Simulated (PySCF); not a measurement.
**Diatomic cations of Cd with the fifth-period p block**

MP2 with double-zeta basis sets in PySCF, for the lowest determinant that a PBE0 search found; no spin–orbit coupling. De refers to high-spin ground-configuration atoms (the charge goes to the atom of lower measured ionisation energy or higher electron affinity, which is not always the lowest computed limit).

| M | basis | reference, frozen orbitals | charged atom | state (unpaired electrons) | Re (Å) | ωe (cm⁻¹) | De (eV) |
| --- | --- | --- | --- | --- | --- | --- | --- |
| In | def2-SVP | RHF, 4 | In+ | singlet (closed shell) | 3.218 | 80.4 | 0.48 |
| Te | def2-SVP | ROHF, 4 | Cd+ | doublet (π ↑) | 2.648 | 194 | 1.50 |
| I | def2-SVP | RHF, 4 | Cd+ | singlet (closed shell) | 2.560 | 229 | 1.70 |

The shortest bond is that of CdI⁺ (2.560 Å), the longest that of CdIn⁺ (3.218 Å).

The state changes along the series, so neighbouring rows are not always alike in their bonding.

Correlated steps freeze 4 core orbitals. Weak bonds: CdIn⁺. Basis-set superposition, not corrected here, can be much of De in a small basis, most of all at correlated wavefunction levels. These are scalar-relativistic numbers at best; spin–orbit coupling would shift them, the dissociation energy most. For an ion De counts to the pair picked by the measured ionisation energies or electron affinities, which need not be the lowest pair at this level. Where the molecule has an RHF reference, its open-shell atoms are computed with UHF. States were picked by a PBE0 search and need not be the measured ground states.
